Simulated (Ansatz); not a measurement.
Compare A (`[SiH3]C1(S)CO1`) with its isomer B (`SC1OC[SiH2]1`).

Computed with Ansatz on PBE0-D4/def2-TZVP structures; ΔE is electronic, products minus reactants. CBS: MP2 limit from def2 TZ/QZ plus the TZ coupled-cluster correction, frozen cores. DFT in def2-TZVPP. B3LYP here is the variant with VWN-RPA as its local correlation; programs differ in this. Each species was taken in one conformer, which may not be the lowest.

**Question.** Which is lower in electronic energy at CCSD(T)/CBS, and by how much? (Best estimate.)

**Answer.** Computed: B, by 6.3 kcal/mol.

**Question.** Give E(B) − E(A) in kcal/mol with CCSD(T)/def2-SVP, HF/def2-TZVPP, CCSD/def2-TZVPP, r2SCAN-D4, MP2/def2-TZVPP, CCSD(T)/def2-TZVPP, B3LYP-D4. (Estimate.)

**Answer.** Ansatz gave: CCSD(T)/def2-SVP -2.6, HF/def2-TZVPP -5.3, CCSD/def2-TZVPP -5.8, r2SCAN-D4 -5.3, MP2/def2-TZVPP -4.7, CCSD(T)/def2-TZVPP -5.6, B3LYP-D4 -6.1. None reverses the order clearly.

**Question.** Does the order hold for the free energy at 298.15 K (harmonic terms from PBE0-D4)? (An estimate is asked.)

**Answer.** The calculation gave: Yes: G(B) − G(A) = -3.7 kcal/mol, for one conformer each.

Largest T1 diagnostic: 0.013.

Leaving LDA and LC-ωPBE aside and taking each functional with its dispersion term where it has one, the values, not all of them listed here, spread over 2.2 kcal/mol, from BHLYP-D4 to B97M-V. LDA lies −2.2 kcal/mol from PBE without D4. From BLYP to BHLYP (50 % exact exchange), in def2-TZVPP and without D4, E(B) − E(A) moves by −1.4 kcal/mol.
